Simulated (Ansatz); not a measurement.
CH4BrNOSi can be A, `N=C(Br)[SiH2]O`, or B, `C=N[SiH](O)Br`.

Isolated molecules relaxed with PBE0-D4/def2-TZVP in Ansatz; ΔE leaves out vibrations. CCSD(T)/CBS adds triple-zeta CCSD(T) − MP2 to the extrapolated MP2 energy (def2 sets, frozen cores). Functionals use def2-TZVPP. B3LYP here is the variant with VWN-RPA as its local correlation; programs differ in this. For Br outer-core shells are correlated without core-valence functions, which leaves a few kJ/mol of doubt a bond. Scalar relativity is left out up to krypton. One conformer a species, not always the lowest.

Problem. Which isomer does CCSD(T)/CBS put lower? Give the gap. (Best estimate.)

Solution. Computed: B, by 185.7 kJ/mol.

Problem. Give E(B) − E(A) in kJ/mol with MP2/def2-TZVPP, CCSD(T)/def2-TZVPP, ωB97M-V, B3LYP-D4, PBE0-D4, B2PLYP, B3LYP. (An estimate is asked.)

Solution. The calculation gave: MP2/def2-TZVPP -185.5, CCSD(T)/def2-TZVPP -180.5, ωB97M-V -185.0, B3LYP-D4 -177.1, PBE0-D4 -177.4, B2PLYP -181.6, B3LYP -177.5. None reverses the order clearly.

Largest T1 diagnostic: 0.012.

In def2-TZVPP, CCSD(T) changes the Hartree–Fock value by +29.2 kJ/mol (the triples alone add +5.5 kJ/mol) and MP2 by +24.2 kJ/mol. From PBE to PBE0 (25 % exact exchange), in def2-TZVPP and without D4, E(B) − E(A) moves by −14.7 kJ/mol.
